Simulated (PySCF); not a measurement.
ammonium (H₄N), SMILES [NH4+], charge +1.

Coordinates come from a r2SCAN-D4/def2-TZVPD optimisation.

All values below come from M06-2X/def2-TZVPD (PySCF).

Symmetry labels are those of the subgroup D2 that the program uses (full group Td).

List the valence orbital energies around the gap with their symmetry. (An estimate is asked for; the answer gives what the named calculation found.)


```json
[
 {"orbital": "HOMO−4", "symmetry": "A", "energy (eV)": "-411.36"},
 {"orbital": "HOMO−3", "symmetry": "A", "energy (eV)": "-36.82"},
 {"orbital": "HOMO−2", "symmetry": "B1", "energy (eV)": "-24.38"},
 {"orbital": "HOMO−1", "symmetry": "B2", "energy (eV)": "-24.38"},
 {"orbital": "HOMO", "symmetry": "B3", "energy (eV)": "-24.38"},
 {"orbital": "LUMO", "symmetry": "A", "energy (eV)": "-5.61"},
 {"orbital": "LUMO+1", "symmetry": "B1", "energy (eV)": "-3.26"},
 {"orbital": "LUMO+2", "symmetry": "B2", "energy (eV)": "-3.26"},
 {"orbital": "LUMO+3", "symmetry": "B3", "energy (eV)": "-3.26"}
]
```
